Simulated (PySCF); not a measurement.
**Orbital picture of TlBi**

BHandHLYP at R = 3.092 Å; Tl def2-SVP with ECP60, Bi def2-SVP with ECP60; scalar-relativistic core potentials (PySCF 2.14). State: ³Σ⁻ (triplet), unpaired electrons π ↑↑. Only the outer orbitals are listed, counted within each symmetry, core potentials removing the inner ones.

| spin | orbital | occ. | ε (eV) | on Tl (%) | main shells (%) |
| --- | --- | --- | --- | --- | --- |
| α | 7σ | 1 | -17.09 | 7 | 93 Bi s |
| α | 8σ | 1 | -11.52 | 90 | 90 Tl s |
| α | 5π | 1 | -6.23 | 6 | 94 Bi p |
| α | 5π | 1 | -6.23 | 6 | 94 Bi p |
| α | 9σ | 1 | -5.68 | 33 | 67 Bi p, 27 Tl p |
| α | 6π | 0 | -1.04 | 94 | 94 Tl p |
| α | 6π | 0 | -1.04 | 94 | 94 Tl p |
| α | 10σ | 0 | 0.57 | 81 | 82 Tl p, 23 Bi p |
| β | 7σ | 1 | -15.24 | 9 | 90 Bi s |
| β | 8σ | 1 | -11.39 | 88 | 88 Tl s |
| β | 9σ | 1 | -5.25 | 39 | 60 Bi p, 35 Tl p |
| β | 5π | 0 | -2.00 | 45 | 55 Bi p, 45 Tl p |
| β | 5π | 0 | -2.00 | 45 | 55 Bi p, 45 Tl p |
| β | 6π | 0 | -0.50 | 56 | 55 Tl p, 44 Bi p |

Q: Which are the highest filled and the lowest empty level, where do they sit, and how wide is the gap?

A: Highest filled β 9σ at -5.25 eV (in %: 60 Bi p, 35 Tl p); lowest empty β 5π at -2.00 eV (in %: 55 Bi p, 45 Tl p); the gap at BHandHLYP is 3.25 eV.

The bond order (Mayer) is 1.07, the ⟨S²⟩ is 2.009 and the charge on Tl (Mulliken, basis-dependent) is 0.25. The charge on Tl (Löwdin, basis-dependent) is 0.11 and the dipole moment (positive dipole means Tl(−)Bi(+)) is -2.55 D.

Spin–orbit coupling is left out, which matters for elements this heavy, above all for dissociation energies. The state was picked by a PBE0 search and need not be the measured ground state.
